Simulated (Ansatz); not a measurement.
Pulling the pair apart

The pair of Cl⁻ (SMILES [Cl-], atom 1) and GeH4 (SMILES [GeH4], atoms 2–6), both closed shells, in one local arrangement (a lower one may exist), relaxed at PBE0-D4/def2-TZVPD:

```xyz
6
angstrom
Cl -0.8523 0.1298 -2.5002
Ge 0.1379 -0.0212 0.4041
H 1.1206 0.9436 -0.2621
H -1.2895 0.5127 0.5381
H 0.6486 -0.0967 1.9032
H 0.2347 -1.4683 -0.0832
```

GeH4 is shifted rigidly along the line between the mean atom positions of the two fragments (negative: closer). Counterpoise interaction energies in kcal/mol. Ansatz 0.2.0; basis: def2-TZVPPD; cores frozen in the correlated methods. Filled d shells of the heavier atoms are correlated. The def2 sets are not built for correlating such inner shells, so the correlated values are less sure here. B3LYP uses VWN-RPA correlation.

```
shift (Å)  B3LYP-D4  PBE-D4    MP2
    -0.31     -6.70   -8.22  -6.11
    -0.15     -8.57   -9.65  -7.89
     0.00     -9.32  -10.06  -8.59
     0.15     -9.38   -9.88  -8.64
     0.37     -8.83   -9.11  -8.12
     0.77     -7.13   -7.24  -6.51
     1.54     -4.27   -4.30  -3.85
     3.07     -1.93   -1.78  -1.56
```

Task: What does CCSD(T) give at these shifts? (Judge from chemistry; the value comes from the calculation.)

Result: Computed: -5.61, -7.52, -8.33, -8.46, -8.02, -6.48, -3.83, -1.54 kcal/mol. For zero shift, CCSD(T) at an estimated basis limit (MP2 extrapolated from triple and quadruple zeta, plus CCSD(T) − MP2 in triple zeta) gives -9.39 kcal/mol. These are counterpoise interaction energies, counted from the two frozen fragments.

T1 diagnostic: at most 0.011.

For scale, one of the runs: CCSD(T)/def2-TZVPPD, 173 basis functions, launched by `ansatz run in.yaml --threads 2 --pin off --events-out ev --progress --plain --max-ram 5222MiB`. Hardware: 2 CPU threads of an Arm Neoverse V2, shared host. Wall time 32 s; peak host memory 1.4 GiB.
